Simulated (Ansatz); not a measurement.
The input (input.yaml):

```yaml
crystal:
  periodic: [false, false, false]
  atoms:
    - { symbol: Ga, position_ang: [0.0, 0.0, 0.0] }
    - { symbol: O, position_ang: [1.2796, 0.0, 1.524] }
    - { symbol: H, position_ang: [0.3701, -0.2814, 1.8612] }
    - { symbol: H, position_ang: [1.7552, 0.0, 0.2282] }
    - { symbol: "N", position_ang: [-1.6714, 0.0, -0.965] }
    - { symbol: H, position_ang: [-2.3403, -0.8164, -0.8664] }
    - { symbol: H, position_ang: [-1.9204, 0.8164, -1.5936] }
basis:
  gaussian: { orbitals: def2-SVP }
hamiltonian:
  xc: pbe0
relax:
  f_tol: 0.15
  max_steps: 25
  restrain:
    - { distance: [1, 3], at: 1.01, k: 30.0 }
    - { distance: [0, 1], at: 2.99, k: 30.0 }
    - { distance: [0, 3], at: 2.77, k: 30.0 }
```

Run as:

```bash
$ ansatz run input.yaml --threads 1 --pin off --max-ram 2048MiB --backend cpu --events-out ev --progress --plain --runs-dir out
```

Hardware: 1 thread of Arm Neoverse V1, on a shared host.

Task: Roughly how long does this run take, and how much memory?

Result: 70 s, with a peak of 0.15 GiB, for 21 ionic steps.
